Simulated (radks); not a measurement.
Values are calculated unless marked as measured or tabulated.
Ionisation of Sn27+, [Ar] 3d5, to Sn28+, [Ar] 3d4, under several functionals. Scalar-relativistic Kohn-Sham, spin-polarised, spherical densities, finite nucleus; open shells are filled with parallel spins first (spin-orbit coupling, left out, can overturn this in heavy ions); a radial shooting solver on a logarithmic mesh with Libxc functionals.

| functional | E(Sn27+) (hartree) | Exc (hartree) | IE (eV) | -e(HOMO) (eV) | <r> HOMO (bohr) | IE error (eV) |
|---|---|---|---|---|---|---|
| PW91 | -5728.80458 | -128.25720 | 1517.8 | 1479.3 | 0.2839 | +9.8 |
| BP86 | -5729.11264 | -128.57247 | 1517.6 | 1479.0 | 0.2839 | +9.6 |
| LDA (Slater exchange, VWN5 correlation) | -5722.50342 | -121.91297 | 1517.3 | 1478.7 | 0.2839 | +9.3 |
| HCTH/407 | -5730.36667 | -129.91587 | 1524.0 | 1485.5 | 0.2831 | +16.0 |
| r2SCAN | -5728.99520 | -128.16397 | 1521.1 | 1483.1 | 0.2839 | +13.1 |

NIST Atomic Spectra Database: 1508 eV (theoretical). Closest: LDA (Slater exchange, VWN5 correlation). The Delta-SCF values span 6.72 eV, the total energies 7.86 hartree. The highest occupied level is 3d. Open shells are spherical and high-spin; term and fine-structure splittings are not resolved. Spin-orbit splitting is averaged out at the scalar-relativistic level.
